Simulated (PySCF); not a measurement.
# Ge (germanium, neutral) across methods

[Ar] 3d10 4s2 4p2, high-spin 3P determinant. Computed with PySCF 2.14 in aug-cc-pVQZ-PP with ECP10MDF (7s6p5d3f2g, 89 functions), with scalar relativity through the core potential.

```json
{"method": "HSE06", "E (hartree)": "-294.4876", "mean ε 4s α (eV)": "-13.228", "mean ε 4s β (eV)": "-11.410", "mean ε 4p α (eV)": "-4.957", "Σ⟨r²⟩ (bohr²)": "40.37", "⟨S²⟩": "2.003"}
{"method": "CAM-B3LYP", "E (hartree)": "-294.5028", "mean ε 4s α (eV)": "-15.220", "mean ε 4s β (eV)": "-13.298", "mean ε 4p α (eV)": "-6.453", "Σ⟨r²⟩ (bohr²)": "40.30", "⟨S²⟩": "2.003"}
{"method": "PBE", "E (hartree)": "-294.5293", "mean ε 4s α (eV)": "-12.126", "mean ε 4s β (eV)": "-10.764", "mean ε 4p α (eV)": "-4.366", "Σ⟨r²⟩ (bohr²)": "40.68", "⟨S²⟩": "2.002"}
{"method": "M06", "E (hartree)": "-294.6136", "mean ε 4s α (eV)": "-13.463", "mean ε 4s β (eV)": "-12.261", "mean ε 4p α (eV)": "-5.061", "Σ⟨r²⟩ (bohr²)": "40.08", "⟨S²⟩": "2.001"}
{"method": "LDA", "E (hartree)": "-294.0591", "mean ε 4s α (eV)": "-12.360", "mean ε 4s β (eV)": "-11.146", "mean ε 4p α (eV)": "-4.383", "Σ⟨r²⟩ (bohr²)": "40.51", "⟨S²⟩": "2.001"}
{"method": "UHF", "E (hartree)": "-293.35389", "mean ε 4s α (eV)": "-17.481", "mean ε 4s β (eV)": "-13.402", "mean ε 4p α (eV)": "-7.889", "Σ⟨r²⟩ (bohr²)": "40.67", "⟨S²⟩": "2.011"}
{"method": "M06-2X", "E (hartree)": "-294.6716", "mean ε 4s α (eV)": "-14.640", "mean ε 4s β (eV)": "-11.824", "mean ε 4p α (eV)": "-6.100", "Σ⟨r²⟩ (bohr²)": "40.71", "⟨S²⟩": "2.005"}
{"method": "r2SCAN", "E (hartree)": "-294.4156", "mean ε 4s α (eV)": "-12.655", "mean ε 4s β (eV)": "-10.928", "mean ε 4p α (eV)": "-4.679", "Σ⟨r²⟩ (bohr²)": "39.95", "⟨S²⟩": "2.005"}
{"method": "PBE0", "E (hartree)": "-294.4928", "mean ε 4s α (eV)": "-13.638", "mean ε 4s β (eV)": "-11.685", "mean ε 4p α (eV)": "-5.368", "Σ⟨r²⟩ (bohr²)": "40.32", "⟨S²⟩": "2.003"}
```

Energies and moments cover only the electrons outside the core potential.
